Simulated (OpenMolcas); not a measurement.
An OpenMolcas run meant for neutral iron (ANO-RCC-VQZP, DKH4; inactive shells 1s 2s 2p 3s 3p; intended active space 8 electrons in 6 orbitals (3d 4s)). One step of its input:

```
&RASSCF
FileOrb=start.orb
Symmetry=1
Spin=5
nActEl=8 0 0
Inactive=3 6
Ras2=6 0
CIRoot=14 14 1
SDav=15
CIMx=300
Iter=62 100
PrWF=0.3
OrbListing=Nothing
MaxOrb=0
Atom
```

The run finished. Its levels beside those of a sound run (CASSCF), in eV above each run's lowest level:

```json
{"Level": "3d⁶ 4s² ⁵D₄", "This run": "0.0000", "Usual run": "0.0000"}
{"Level": "3d⁶ 4s² ⁵D₃", "This run": "0.0490", "Usual run": "0.0488"}
{"Level": "3d⁶ 4s² ⁵D₂", "This run": "0.0830", "Usual run": "0.0832"}
{"Level": "3d⁶ 4s² ⁵D₁", "This run": "0.1048", "Usual run": "0.1053"}
{"Level": "3d⁶ 4s² ⁵D₀", "This run": "0.1154", "Usual run": "0.1161"}
{"Level": "3d⁷ 4s ⁵F₅", "This run": "1.0435", "Usual run": "0.8790"}
{"Level": "3d⁷ 4s ⁵F₄", "This run": "1.1020", "Usual run": "0.9383"}
{"Level": "3d⁷ 4s ⁵F₃", "This run": "1.1490", "Usual run": "0.9860"}
{"Level": "3d⁷ 4s ⁵F₂", "This run": "1.1844", "Usual run": "1.0218"}
{"Level": "3d⁷ 4s ⁵F₁", "This run": "1.2080", "Usual run": "1.0456"}
```

Problem. Which setting is unsound, and how much does it matter here?

Solution. CIRoot is one short, so the average cuts through a term and the orbitals lose spherical symmetry. Against the sound run the excited levels shown move by 730 cm-1 on average and by 1300 cm-1 at most.

Without dynamic correlation excited terms often stand tens of per cent too high (terms of higher spin than the ground term too low), and those without a measured partner can miss by more than the paired ones. A single d shell beside an s shell can misplace configurations of different d count against each other. Some high roots are left out of the spin-orbit mixing, which shifts the levels that they would mix with (holds for this run). Levels of configurations outside the active space are missing.
